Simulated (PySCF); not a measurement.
C5H4ClO (doublet state).
Numbering: `[O:1]=[C:2]1[CH:3][CH:4]=[C:5]1[CH2:6][Cl:7]` (hydrogens: H8 on C3; H9 on C4; H10, H11 on C6)

Geometry (GFN2-xTB, Å), atoms numbered from 1 in this order:
```xyz
11
C5H4ClO angstrom
O      0.5728    1.6966   -1.6494
C      0.7143    0.8404   -0.8311
C      1.8541    0.2334   -0.0654
C      0.9622   -0.6144    0.5739
C     -0.1812   -0.1265   -0.1005
C     -1.6155   -0.3345   -0.0078
Cl    -2.2680    0.5939    1.4416
H      2.9110    0.3973   -0.0232
H      1.0869   -1.3781    1.3203
H     -1.8862   -1.3721    0.1852
H     -2.1451    0.0665   -0.8698
```

The hyperfine couplings belong to this conformer and change with its torsions.

Level of theory: PySCF 2.14.0, UKS B3LYP, pcH-1 on C Cl H O, non-relativistic, mean-field spin-orbit, GIAO. One conformer (not necessarily the lowest) at the GFN2-xTB geometry, without solvent, vibrations or thermal averaging. Couplings are sensitive to structure, and on GFN2-xTB geometries they can be far from those on DFT ones. No stability test was run, so a lower SCF solution isn't excluded. ⟨S²⟩ is 0.773 where a pure state has 0.75.

(1) Give the principal g shifts and their parts.

(2) What effective moment and Curie constant follow for a powder?

(3) What are the electron Larmor frequencies g μB B/h along the three axes at 330 mT?

(4) At 9.317 GHz, how far is the centre of the isotropic spectrum from where a free electron (g = 2.002319) resonates?

(5) In a frozen sample, at which fields do the three g values resonate at 9.5, 34, 94 and 263 GHz (hyperfine left aside), and which band first spreads them over more than twice a line width of 1.0 mT?

Answers

(1) 
```csv
Δg (ppm),1,2,3
relativistic mass correction,-169,-169,-169
gauge correction,14,-10,28
orbital Zeeman/spin–orbit,-364,148,1816
total,-518,-30,1675
```

So g = 2.00180, 2.00229, 2.00399 and g_iso = 2.00269; the tensor is rhombic: the two nearest values differ by 22 % of g3 − g1. Axes: g1 points within 12° of the C4–H9 bond.

(2) With the mean of g² = 4.0108 and S(S+1) = 0.75: μ_eff = √(⟨g²⟩S(S+1)) = 1.734 μB and χT = 0.12505·⟨g²⟩·S(S+1) = 0.376 cm³ K/mol (cgs; spin-Hamiltonian part alone).

(3) 9.2458, 9.2481, 9.2560 GHz for g1, g2 and g3, a range of 10.1 MHz.

(4) B = hν/(g μB) with μB/h = 13.99624 MHz/mT gives 332.45 mT for the free electron and 332.39 mT at g_iso, 0.06 mT lower.

(5) 
```csv
band,GHz,B(g3) mT,B(g2) mT,B(g1) mT,spread mT
X,9.5,338.70,338.99,339.07,0.37
Q,34.0,1212.19,1213.22,1213.52,1.33
W,94.0,3351.35,3354.20,3355.02,3.67
J,263.0,9376.65,9384.64,9386.92,10.27
```

The spread grows in proportion to the frequency. W band is the first where it exceeds 2.0 mT.

The largest Mulliken spin populations are on C5 (+0.65), C3 (+0.60), C4 (-0.23) and Cl7 (+0.09). The positive populations add up to 1.37 and the negative ones to -0.37, together 2S = 1. The angles at C5 add up to 359.6°, so it is planar.

The HOMO–LUMO gaps are 3.98 eV among the α and 4.35 eV among the β orbitals.

Time: 46 s of wall time (with the writing of density and orbital grids); peak memory 0.88 GiB. Hardware: an Arm Neoverse V2 with one thread, no GPU, on a shared host.
